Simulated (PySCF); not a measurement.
**Orbital energies and ionisation energy**

Compound: C₄H₈F₃OPSi.
Cartesian coordinates in Å at the PBE0-D3(BJ)/def2-SVP level; atoms count from 1:
```
atom  x, y, z in Å
C1    -1.621   -0.395    0.185
C2    -0.175   -0.312    0.606
C3     0.568    1.078    0.619
Si4   -0.278    2.680    0.104
P5     1.101   -0.085   -0.625
O6     0.964    0.034   -2.104
C7     2.663   -0.918   -0.007
F8     2.685   -0.946    1.330
F9     3.743   -0.268   -0.426
F10    2.728   -2.169   -0.448
H11   -1.799    0.124   -0.768
H12   -2.278    0.047    0.950
H13   -1.917   -1.445    0.047
H14    0.089   -0.945    1.461
H15    1.241    1.219    1.475
H16   -0.969    2.530   -1.207
H17   -1.275    3.077    1.144
H18    0.774    3.732    0.001
```

Level: wB97X-D/def2-SVPD (PySCF). Frontier orbitals with their largest atomic shares (Löwdin; up to four atoms above 4 %):

| orbital | ε (eV) | main atoms |
| --- | --- | --- |
| HOMO−3 | -11.76 | Si4 26 %, C3 18 %, H16 14 %, H18 8 % |
| HOMO−2 | -11.55 | O6 21 %, Si4 19 %, C3 13 %, C2 10 % |
| HOMO−1 | -10.41 | O6 40 %, C3 13 %, P5 10 %, C2 10 % |
| HOMO | -9.58 | ? |
| LUMO | 1.37 | Si4 16 %, P5 14 %, C3 10 %, C2 10 % |
| LUMO+1 | 1.93 | Si4 21 %, P5 16 %, C3 11 %, H17 9 % |
| LUMO+2 | 2.29 | P5 16 %, F8 10 %, O6 10 %, C7 10 % |

What vertical ionisation energy does ΔSCF give, and how far is −ε(HOMO) from it?

ΔSCF: 9.68 eV (934 kJ/mol; threshold wavelength 128 nm); ⟨S²⟩ of the doublet left behind is 0.764, against 0.75 for a pure doublet. −ε(HOMO) is 9.58 eV, 0.10 eV below it. For the exact functional −ε(HOMO) would equal the first vertical ionisation energy; wB97X-D (range-separated hybrid) comes within 0.10 eV of that here.

On which atoms does the HOMO lie?

O6 (phosphoryl oxygen) 35 %, P5 (phosphoryl phosphorus) 19 %, C2 (sp3 carbon bound to phosphorus) 16 %, C3 (sp3 carbon bound to silicon) 15 %, so no atom holds as much as 40 %. The HOMO−1 lies 0.83 eV lower.

What total energies stand behind the ΔSCF value?

E(N) = -1162.08372 Eh and E(N − 1) = -1161.72809 Eh at the same geometry, 0.35563 Eh apart.

What kinetic energy would electrons from this vertical process carry with He II light (40.814 eV)?

40.81 − 9.68 = 31.13 eV.

Geometry: PBE0-D3(BJ)/def2-SVP; no solvent, vibrations or thermal averaging.

wB97X-D is run here without its empirical dispersion term; that term would change no orbital, density or response property at a fixed geometry.
